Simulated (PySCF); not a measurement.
(NaCl)3 ring, Na₃Cl₃.
Geometry (PBE0-D3(BJ)/def2-SVP, Å), atoms numbered from 1 in this order:
```
atom  x, y, z in Å
Na1    1.526   -1.721    0.297
Cl2   -0.695   -2.456   -0.561
Na3   -2.047   -0.415   -0.958
Cl4   -1.695    2.003   -0.488
Na5    0.543    2.110    0.610
Cl6    2.368    0.480    1.100
```

Method used: PySCF, TDDFT PBE0/def2-SVPD, vertical, gas phase, core orbitals frozen in the response.

Ground-to-excited transition dipoles (e·a0, same axes as the geometry; the sign carries no meaning), for the states with f of 0.002 or more among the lowest 5:

```json
{"state": "S3", "E (eV)": "5.981", "μx": "-0.370", "μy": "-0.025", "μz": "0.863"}
{"state": "S4", "E (eV)": "6.060", "μx": "0.491", "μy": "0.710", "μz": "0.207"}
{"state": "S5", "E (eV)": "6.075", "μx": "0.655", "μy": "-0.540", "μz": "0.294"}
```

Question: What oscillator strength does each state have?

Answer: f = (2/3) ΔE |μ|² with ΔE in hartree (27.2114 eV).

```tsv
state	|μ|² (au)	|μ| (D)	f
S3	0.881	2.39	0.129
S4	0.788	2.26	0.117
S5	0.807	2.28	0.120
```

Question: What angle do the transition dipoles of S3 and S5 make?

Answer: |cos θ| = |μa·μb| / (|μa| |μb|) = 0.03, so θ ≈ 88° (taken between 0 and 90°, since the signs are arbitrary).

Question: What peak molar absorption coefficient would the strongest computed level give as a lone Gaussian band 0.4 eV wide at half height?

Answer: ε(max) = 2.175×10⁸ f / FWHM, with the width in cm⁻¹. S3: 2.175×10⁸ × 0.1292 / 3226 ≈ 8700 L mol⁻¹ cm⁻¹.

All these states lie below the vertical ionisation energy of 9.74 eV (ΔSCF).

Hardware: Arm Neoverse V1, one thread, on a shared host. Cost: 73 s of wall time.

One conformer stands for the species.
